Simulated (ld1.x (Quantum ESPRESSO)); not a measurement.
## Transferability test, TM potential for Fe

```
Element                 : Fe
Generator               : ld1.x (Quantum ESPRESSO) 7.5
Type                    : norm-conserving Troullier–Martins (Kleinman–Bylander form)
Functional              : PBE
Relativity              : scalar-relativistic
Frozen core             : [Ar]
Valence charge          : 8
Reference configuration : 3d6 4s2 4p0
Partial waves           : 4s (bound): rc 1.85 bohr; 3d (bound): rc 1.50 bohr; 4p (bound, empty): rc 3.05 bohr
Local potential         : the p channel
Core correction         : Bessel-smoothed model core inside 1.35 bohr
```

Energies are relative to the spin-unpolarised reference configuration 3d6 4s2 4p0; without spin polarisation the order of configurations can differ from experiment.

| valence configuration | charge | ΔE all-electron (eV) | error AE − PS (meV) |
| --- | --- | --- | --- |
| 3d6 4s1 4p0 | +1 | 8.729 | -16 |
| 3d6 4s0 4p0 | +2 | 24.932 | -44 |
| 3d5 4s0 4p0 | +3 | 59.155 | -562 |
| 3d5 4s2 4p1 | 0 | 8.747 | -577 |
| 3d7 4s1 4p0 | 0 | -0.791 | -285 |
| 3d7 4s0 4p0 | +1 | 6.636 | -385 |

What are ΔE and the potential's error for 3d6 4s0 4p2?

ΔE = 8.455 eV all-electron; the error (AE − PS) is -4.9 meV.

Note: ghost state, extra bound levels that the all-electron valence spectrum of the same l lacks: s at -62.9 eV. A true bound ghost makes a file unfit for plane-wave use.
